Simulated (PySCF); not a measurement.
Species: C7H9O2 (doublet state).
Numbering: `[CH3:1][CH2:2][C:3](=[O:4])[C:5](=[O:6])[C@H:7]1[CH:8][CH2:9]1` (hydrogens: H10, H11, H12 on C1; H13, H14 on C2; H15 on C7; H16 on C8; H17, H18 on C9)

Geometry (GFN2-xTB, Å), atoms numbered from 1 in this order:
```xyz
18
C7H9O2 angstrom
C      2.938   -1.271    0.169
C      1.922   -0.146    0.291
C      0.524   -0.594   -0.022
O      0.210   -1.714   -0.345
C     -0.522    0.524    0.078
O     -0.247    1.611    0.544
C     -1.848    0.135   -0.441
C     -3.029    0.579    0.308
C     -2.796    1.232   -0.958
H      2.685   -2.079    0.850
H      2.939   -1.671   -0.842
H      3.936   -0.910    0.405
H      1.910    0.272    1.302
H      2.162    0.682   -0.380
H     -1.853   -0.828   -0.937
H     -3.112    0.965    1.302
H     -2.442    2.259   -0.972
H     -3.386    0.962   -1.822
```

The hyperfine couplings belong to this conformer and change with its torsions.

Computed, not measured: UKS B3LYP, pcH-1 on C H O, non-relativistic, mean-field spin-orbit, GIAO (PySCF). Geometry: GFN2-xTB, one conformer, isolated molecule. The geometry wasn't refined by DFT: couplings that depend on bond lengths, twists or pyramidal angles can differ widely from those at the functional's own minimum. No stability test was run, so a lower SCF solution isn't excluded.

Problem. Give the principal g shifts and their parts.

Solution. 
```tsv
Δg (ppm)	1	2	3
relativistic mass correction	-154	-154	-154
gauge correction	24	-10	-7
orbital Zeeman/spin–orbit	260	569	1073
total	130	405	912
```

So g = 2.00245, 2.00272, 2.00323 and g_iso = 2.00280; the tensor is rhombic: the two nearest values differ by 35 % of g3 − g1. 

Problem. What effective moment and Curie constant follow for a powder?

Solution. With the mean of g² = 4.0112 and S(S+1) = 0.75: μ_eff = √(⟨g²⟩S(S+1)) = 1.734 μB and χT = 0.12505·⟨g²⟩·S(S+1) = 0.376 cm³ K/mol (cgs; spin-Hamiltonian part alone).

Problem. Average each term over the three axes. Which is largest in size?

Solution. The orbital-Zeeman/spin–orbit term 634, the mass correction -154 and the gauge correction 2 ppm, for a total of 482 ppm. The orbital-Zeeman/spin–orbit term is the largest in size. The mass correction is the same along every axis, so the anisotropy comes from the other two: their spans along these axes are 34 (gauge) and 813 ppm (orbital Zeeman/spin–orbit).

Problem. What are the electron Larmor frequencies g μB B/h along the three axes at 330 mT?

Solution. 9.2488, 9.2501, 9.2524 GHz for g1, g2 and g3, a range of 3.6 MHz.

Problem. In a frozen sample, at which fields do the three g values resonate at 9.5, 34, 94 and 263 GHz (hyperfine left aside), and which band first spreads them over more than twice a line width of 0.3 mT?

Solution. 
```json
{"band": "X", "GHz": "9.5", "B(g3) mT": "338.83", "B(g2) mT": "338.92", "B(g1) mT": "338.96", "spread mT": "0.13"}
{"band": "Q", "GHz": "34.0", "B(g3) mT": "1212.65", "B(g2) mT": "1212.96", "B(g1) mT": "1213.13", "spread mT": "0.47"}
{"band": "W", "GHz": "94.0", "B(g3) mT": "3352.63", "B(g2) mT": "3353.48", "B(g1) mT": "3353.94", "spread mT": "1.31"}
{"band": "J", "GHz": "263.0", "B(g3) mT": "9380.22", "B(g2) mT": "9382.60", "B(g1) mT": "9383.89", "spread mT": "3.66"}
```

The spread grows in proportion to the frequency. W band is the first where it exceeds 0.6 mT.

The largest Mulliken spin population is on C8 (+0.96). The angles at C8 add up to 325.7°, so it is pyramidal.

The HOMO–LUMO gaps are 3.69 eV among the α and 4.14 eV among the β orbitals.

Time: 2.8 min (with the writing of density and orbital grids); peak memory 1.1 GiB. Hardware: Intel Xeon at 2.70 GHz, one thread, no GPU, shared host.
